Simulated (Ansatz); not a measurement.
Na₄O₂, relaxed as a singlet with RKS r2SCAN-D4/def2-SVP in Ansatz, starting from the GFN1-xTB geometry. Force threshold 0.02 eV/Å.

The structure comes from a short search, and lower isomers may exist.

Start:

| atom | x (Å) | y (Å) | z (Å) |
| --- | --- | --- | --- |
| Na1 | -0.474 | -0.616 | -1.162 |
| Na2 | -0.919 | -2.427 | 1.679 |
| Na3 | -0.329 | 1.258 | 0.855 |
| Na4 | 2.278 | 1.244 | -1.132 |
| O5 | 0.421 | 1.294 | -1.126 |
| O6 | -0.978 | -0.753 | 0.886 |

| step | energy (eV) | largest force component (eV/Å) | SCF passes |
| --- | --- | --- | --- |
| 1 | -21744.8415 | 2.363 | 28 |
| 2 | -21745.1955 | 1.124 | 30 |
| 3 | -21745.3466 | 0.193 | 30 |
| 4 | -21745.3893 | 0.319 | 30 |
| 5 | -21745.4386 | 0.194 | 30 |
| 6 | -21745.4745 | 0.121 | 29 |
| 7 | -21745.5000 | 0.106 | 28 |
| 8 | -21745.5173 | 0.060 | 29 |
| 9 | -21745.5191 | 0.185 | 29 |
| 10 | -21745.5234 | 0.080 | 29 |
| 11 | -21745.5256 | 0.003 | 25 |
| 12 | -21745.5257 | 0.006 | 25 |

Force components are those of the run's own axes.

End:

```xyz
6

Na   -0.0820   -0.7960   -1.0391
Na   -2.0248   -2.3723    1.9788
Na    0.0660    0.8044    1.0331
Na    2.0548    2.3562   -1.9673
O     0.9271    1.0846   -0.9043
O    -0.9410   -1.0770    0.8988
```

By distances, no bond broke or formed, bridged metal pairs apart. The bond that changes most is Na2–O6, from 1.85 to 2.00 Å (atoms count from 1). Metal–metal contacts that move far: Na3–Na4 3.28 to 3.92 Å, Na1–Na4 3.32 to 3.92 Å, Na1–Na2 3.40 to 3.92 Å. The end is the same structure that another start reached, the lowest one found.

The force fell under the threshold at step 11, but the optimiser went on. No frequencies were taken in this run, so the end may be a saddle point.

Hardware: 2 threads of Arm Neoverse V1 on a shared host. Wall time 67 s.
